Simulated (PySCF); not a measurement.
Mapped SMILES: `[CH3:1][Si+:2]([CH2:3][F:4])[CH2:5][C:6]([F:7])([F:8])[F:9]`. Each H is labelled by its parent atom.

Geometry: GFN2-xTB; GIAO shifts from PySCF 2.14, gas phase, non-relativistic, averaged over equivalent atoms.

At BHandHLYP/pcSseg-1 (195 basis functions, 30 s wall time on 1 thread of an Arm Neoverse V1, shared host):
| atoms | δ (ppm) |
| --- | --- |
| C6 | 126.9 |
| C3 | 88.8 |
| C5 | 38.1 |
| C1 | 16.1 |
| Si2 | 403.6 |
| F7/F8/F9 | -45.3 |
| F4 | -267.5 |
| H(C3) | 6.06 |
| H(C5) | 3.91 |
| H(C1) | 2.75 |

Chemical shifts δ = σref − σ; TMS for 13C (σ = 186.58 ppm) and 29Si (σ = 356.35 ppm) and 1H (σ = 31.90 ppm); CFCl3 for 19F (σ = 198.57 ppm), all at this level.

Question: What do these become at PBE0/pcSseg-1?

Answer: 
| atoms | δ at PBE0/pcSseg-1 | change |
| --- | --- | --- |
| C6 | 131.1 | +4.2 |
| C3 | 93.4 | +4.6 |
| C5 | 40.5 | +2.4 |
| C1 | 18.8 | +2.7 |
| Si2 | 416.5 | +12.9 |
| F7/F8/F9 | -53.2 | -7.9 |
| F4 | -279.0 | -11.5 |
| H(C3) | 6.24 | +0.18 |
| H(C5) | 4.04 | +0.13 |
| H(C1) | 2.83 | +0.08 |

δ = σ(ref) − σ, references computed at the same level: 13C (σref 186.93) and 29Si (σref 349.16) and 1H (σref 31.72) against TMS; 19F (σref 170.95) vs CFCl3.

The largest change is at Si2 (silicon bonded to 3 C). Cost: 195 basis functions, 33 s wall time on 1 thread of an Arm Neoverse V1, shared host. The order of the carbon signals is the same at both levels.

Unscaled 19F shifts against computed CFCl3 carry errors that often reach 10 to 50 ppm.
